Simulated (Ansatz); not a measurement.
Molecule: LaO2 (charge 0, doublet). The spin state was set by rule; other spins were not relaxed. 
Structure (B3LYP-D3(BJ)/def2-TZVP (Ansatz, a quantum-chemistry and plane-wave program) minimum search):
```
La
O 1 2.0398
O 1 2.0398 2 124.88
```
Charge 0, spin multiplicity 2.

Parts of the frozen-core correlation energy in def2-SVP (Ansatz, hartree). Frozen orbitals: 6; correlated occupied orbitals by spin: 8 and 7; virtual: 46 and 47. UHF or UKS for open shells. No spin-orbit coupling. In def2 rows, elements after Kr have scalar-relativistic effective core potentials.

```tsv
term	value
reference (HF)	-180.71936
MP2 opposite-spin	-0.30087
MP2 same-spin	-0.12036
CCSD correlation	-0.41831
(T)	-0.02137
T1 diagnostic	0.064
largest doubles amplitude	0.044
<S^2> of the reference	0.788
```
